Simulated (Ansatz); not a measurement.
`[NH2][Al]([NH2])[NH2]` and `[NH2][Al]([NH2])[OH]` differ in one atom or group.

Ansatz, PBE0-D4/def2-TZVP geometries, multiplicity 1. Each molecule was computed in one conformer, which needn't be the lowest.

```csv
property,`[NH2][Al]([NH2])[NH2]`
HOMO energy (ωB97M-V/def2-TZVPP) / eV,-9.14
HOMO energy (B3LYP/def2-TZVPP) / eV,-6.48
LUMO energy (ωB97M-V/def2-TZVPP) / eV,1.73
LUMO energy (B3LYP/def2-TZVPP) / eV,-0.02
HOMO–LUMO gap (PBE/def2-TZVPP) / eV,4.80
HOMO–LUMO gap (ωB97M-V/def2-TZVPP) / eV,10.87
```

Problem. Give the same properties after the change, and the shifts. (Estimate.)

Solution. Ansatz gave: 
```tsv
property	`[NH2][Al]([NH2])[OH]`	shift
HOMO energy (ωB97M-V/def2-TZVPP) / eV	-9.28	-0.14
HOMO energy (B3LYP/def2-TZVPP) / eV	-6.63	-0.15
LUMO energy (ωB97M-V/def2-TZVPP) / eV	1.55	-0.18
LUMO energy (B3LYP/def2-TZVPP) / eV	-0.25	-0.23
HOMO–LUMO gap (PBE/def2-TZVPP) / eV	4.71	-0.09
HOMO–LUMO gap (ωB97M-V/def2-TZVPP) / eV	10.82	-0.05
```

With PBE0 the HOMO falls by 0.15 eV and the LUMO falls by 0.22 eV, so the gap narrows by about 0.07 eV. PBE moves the HOMO by -0.15 eV and ωB97M-V by -0.14 eV. The zero-point energy changes by -31.0 kJ/mol with -3 modes.

B3LYP here is the variant with VWN-RPA as its local correlation; programs differ in this.
